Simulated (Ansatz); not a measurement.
A search over several starts for the lowest SCF solution of CoF₃ at the given spin, in a small basis.

```yaml
crystal:
  periodic: [false, false, false]
  atoms:
    - {symbol: Co, position_ang: [0.084612, -0.149014, 0.001822]}
    - {symbol: F, position_ang: [1.746863, 0.205945, 0.012583]}
    - {symbol: F, position_ang: [-0.753983, 1.332292, -0.024952]}
    - {symbol: F, position_ang: [-1.077492, -1.389224, 0.010548]}
basis:
  gaussian: {orbitals: def2-SVP, initial_orbitals: start.molden}
magnetization: {spin_polarized: true, initial_magnetization: 2}
hamiltonian: {xc: pbe0, dispersion: d4}
output: {orbitals: {seedname: orbitals}}
```

The file start.molden holds the orbitals of an earlier run on this structure, at another level or in another basis.

```sh
$ ansatz run in.yaml --threads 2 --pin off --events-out ev --progress --plain --max-ram 4352MiB
```

Shortened log:

```
Functional definition: PBE0
718 factors; integrals over basis functions are off by at most 5.7e-4 eV
mean field evaluation 1: about -45751.7850 eV, gradient 1.0e1 eV
mean field evaluation 2: about -45752.1162 eV, gradient 2.3e-1 eV
mean field evaluation 4: about -45752.2347 eV, gradient 8.0e-2 eV
mean field evaluation 8: about -45752.2351 eV, gradient 8.4e-4 eV
mean field evaluation 16: about -45752.2351 eV, gradient 8.7e-6 eV
mean field evaluation 32: about -45752.1943 eV, gradient 2.8e-1 eV
mean field evaluation 64: about -45751.9903 eV, gradient 4.1e0 eV
mean field evaluation 96: about -45752.1511 eV, gradient 6.1e-1 eV
mean field -45752.23505766 eV, -1681.3636263902 hartree, gradient 8.7e-6 eV, S^2 2.370657; 10 other end points of the search recorded, 0 dependent functions left out
reference -45752.23511014 eV, -1681.3636283189 hartree; 28, 26 occupied and 45, 47 virtual orbitals, 718 factors
Total energy: -45752.27628264 eV, -1681.3651413804 hartree
```

It took 9.5 s on 2 threads of Intel Xeon 6975P-C on a shared host.

The charge 0 triplet is spin-contaminated (final ⟨S²⟩ up to 2.37, 2.00 for a pure state). At PBE0-D4/def2-TZVP a quintet of charge 0 lies 0.99 eV below the triplet, each at its own geometry.
